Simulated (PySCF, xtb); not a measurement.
CH4I2Si, SMILES C[SiH](I)I.

Harmonic wavenumbers (cm⁻¹) from GFN2-xTB (xtb 6.7.1) at its own minimum, in rising order: 75, 125, 137, 167, 340, 437, 622, 660, 776, 832, 834, 1376, 1467, 1470, 2366, 3023, 3034, 3037.

What does PBE-D3(BJ)/def2-SVP run with PySCF give at its own minimum? (An estimate is asked for; the answer gives what the named calculation found.)

80, 149, 173, 180, 307, 377, 624, 686, 708, 788, 853, 1208, 1367, 1374, 2182, 2978, 3084, 3097. Paired by order, the mean absolute difference is 57 cm⁻¹ and the zero-point energies are 29.7 and 28.9 kcal/mol.
